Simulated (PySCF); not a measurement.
CH7FO2Si2, SMILES F[Si](C[SiH3])(O)O.

Geometry: B3LYP-D3(BJ)/def2-SVP. The structure was generated by enumeration, and PubChem lists no compound with its InChIKey, so it may never have been made. The values are those of a single conformer.

Two levels are set side by side: TDDFT-PBE/def2-SVPD (PySCF) and TDDFT-LC-ωPBE/def2-SVPD (PySCF). Vertical, same geometry. The lowest singlet is HOMO→LUMO 99 % with PBE and HOMO→LUMO 56 %, HOMO−4→LUMO 12 % with the other functional; states are paired by order. Differences are taken from unrounded values.

| quantity | TDDFT-LC-ωPBE | TDDFT-PBE | TDDFT-PBE minus TDDFT-LC-ωPBE |
|---|---|---|---|
| lowest singlet excitation (eV) | 8.54 | 6.68 | -1.86 |
| lowest triplet excitation (TDA) (eV) | 8.09 | 6.51 | -1.58 |
| first bright state (f over 0.05) (eV) | 8.54 | 7.46 | -1.08 |
| its oscillator strength | 0.10 | 0.07 | -0.03 |

Functionals without exact exchange tend to place singlet excitations lower, as here. Differences between two approximate levels are no errors against the true value.

Rough cost on one machine, each run with all the roots and properties that it gave: TDDFT-LC-ωPBE against TDDFT-PBE about 7 times.
